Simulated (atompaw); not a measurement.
**Building the PAW (atompaw) potential for zinc (PBEsol, scalar-relativistic).**

zinc (Zn), PAW, made with atompaw 4.2.0.5 (PBEsol, scalar-relativistic). Core [Ar], reference 3d10 4s2 4p0. Waves: 4s (bound): rc 3.00 bohr; 4s channel at 0.35 Ry: rc 3.00 bohr; 4p (bound, empty): rc 3.00 bohr; 4p channel at 0.25 Ry: rc 3.00 bohr; 3d (bound): rc 1.00 bohr; 3d channel at -0.29 Ry: rc 1.00 bohr. Local part: troulliermartins scheme with l = 3 at 0 Ry, radius 2.50 bohr. Core correction: smooth core density matched at 2.65 bohr. Augmentation charge: sinc compensation charge, radius 2.40 bohr; PAW radius 3.00 bohr; waves and projectors: custom rrkj vanderbiltortho.

Question: Does the generator finish with these settings?

Answer: Yes, a potential is produced.

Question: Estimate the cutoffs (Ry, on a coarse ladder) from which the occupation-weighted sum of valence levels, in a spherical-Bessel basis at the reference potential, stays within 10 and 1 mRy of its value at 400 Ry.

Answer: 160 Ry and 260 Ry.

Question: Does the potential have ghost states?

Answer: No extra level below or beside the all-electron valence levels (s, p, d, f tested).

Question: Is the overlap operator S = 1 + Σ q|β⟩⟨β| positive definite (Bessel basis up to 400 Ry)?

Answer: Yes: its lowest eigenvalue is 0.37 (s channel).

Question: Which valence shell sets the plane-wave cutoff?

Answer: 3d: its level needs 160 Ry to come within 1 mRy, against 6 Ry for 4s.
